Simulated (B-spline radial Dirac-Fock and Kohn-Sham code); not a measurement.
# X-ray scattering factor of Pb²⁵⁺

System: lead as Pb²⁵⁺, [Kr] 4d10 4f11.

Input of the calculation (task.json; shells as n, l, electrons):

```json
{"items": [{
  "Z": 82,
  "q": 25,
  "cfg": [[1, 0, 2], [2, 0, 2], [2, 1, 6], [3, 0, 2], [3, 1, 6], [3, 2, 10], [4, 0, 2], [4, 1, 6], [4, 2, 10], [4, 3, 11]],
  "A": 208,
  "rrms": 5.5012,
  "do": ["scatter"],
  "s": [0.0, 0.03, 0.04, 0.06, 0.07, 0.09, 0.12, 0.16, 0.2, 0.26, 0.34, 0.44, 0.57, 0.73, 0.95, 1.23, 1.59, 2.05, 2.65, 3.42, 4.43, 5.72, 7.4],
  "pz": [0, 0.1, 0.14, 0.18, 0.25, 0.34, 0.46, 0.63, 0.85, 1.2, 1.6, 2.1, 2.9, 3.9, 5.4, 7.3, 9.9, 13.0, 18.0, 25.0, 34.0],
  "hv_scatter": [1000, 5000, 30000, 50000, 100000, 200000, 500000, 1000000]
}]}
```

Command: `python xray_run.py task.json out`

Level of theory: Dirac-Fock orbitals of the configuration average with a finite nucleus; a B-spline atomic structure program. f₀ is the Fourier transform of the spherical electron density, S the Waller-Hartree incoherent function, and s = sin θ/λ.

```
s (Å⁻¹)      f₀       S
      0  57.000   0.000
   0.03  56.959   0.030
   0.04  56.928   0.053
   0.06  56.838   0.119
   0.07  56.779   0.162
   0.09  56.636   0.266
   0.12  56.355   0.471
   0.16  55.861   0.828
    0.2  55.236   1.278
   0.26  54.067   2.108
   0.34  52.125   3.461
   0.44  49.197   5.443
   0.57  44.837   8.285
   0.73  39.151  11.854
   0.95  31.802  16.443
   1.23  24.502  21.520
   1.59  18.771  27.046
   2.05  15.078  32.842
   2.65  12.039  38.367
   3.42   8.733  42.951
   4.43   6.041  46.785
   5.72   4.634  49.923
    7.4   3.560  52.419
```

f₀ starts at the number of electrons, 57, and has fallen to half at s ≈ 1.08 Å⁻¹. The sum of ⟨r²⟩ over the electrons is 6.130 bohr².
